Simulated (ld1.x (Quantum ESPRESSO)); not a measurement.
The numbers below are computed, except where a source is named.
Hardness and transferability of assorted potentials

Generated with ld1.x 7.5 (TM, RRKJ, ultrasoft, PAW), atompaw 4.2 or ONCVPSP 4.0.1. The cutoff is in Ry: for ld1.x and atompaw files where the sum of valence levels is converged to 10 mRy in a Bessel basis, for ONCV files where the hardest occupied wave has 1 mHa per electron of residual kinetic energy. The error is the largest all-electron minus pseudo excitation energy over each file’s own four to seven test configurations (ionisations up to +4, promotions, holes and added fractions of an electron), all of which were solved. The labels leave out finer settings (local radius, basis sizes, second energies), which also bear on the numbers. Spin-polarised tests are not counted. The rows are a selection from randomly drawn settings: files with unsolved tests, undetermined cutoffs or missed reference levels are left out.

A true bound ghost makes a file unfit for plane-wave use even where its test errors are small: the radial tests pick states by their node count and pass the ghost by.

```tsv
element	potential	cutoff (Ry)	largest error (meV)	bound ghosts
F	PAW, PBEsol, non-relativistic, rc 0.75/0.95 (sp), local smoothed, core correction yes, reference 2s2 2p5	80	-15	none
Si	TM, LDA (PZ), non-relativistic, rc 1.40/2.00/1.60 (spd), local smoothed, core correction yes, reference 3s2 3p1	35	+51	none
P	TM, LDA (PZ), scalar-relativistic, rc 1.55/1.20 (sp), local smoothed, core correction no, reference 3s2 3p2	70	+432	none
Hf	TM, BP86, scalar-relativistic, rc 4.12/2.85/1.70 (spd), local p, core correction yes, reference 5d2 6s1 6p1	21	-441	s
```

Problem. Fill in the row for Ge: TM, PBE, scalar-relativistic, rc 1.45/1.65/1.80 (spd), local smoothed, core correction no, reference 4s2 4p0.5.

Solution. cutoff 35 Ry, largest error +122 meV, bound ghosts: s.

Problem. Fill in the row for Ne: TM, LDA (PZ), non-relativistic, rc 0.70/1.05 (sp), local smoothed, core correction yes, reference 2s2 2p4.

Solution. cutoff 200 Ry, largest error +467 meV, bound ghosts: none.

Problem. Fill in the row for Cl: RRKJ, PBE, scalar-relativistic, rc 1.35/1.55 (sp), local smoothed, core correction no, reference 3s1.5 3p5.5.

Solution. cutoff 55 Ry, largest error +246 meV, bound ghosts: none.
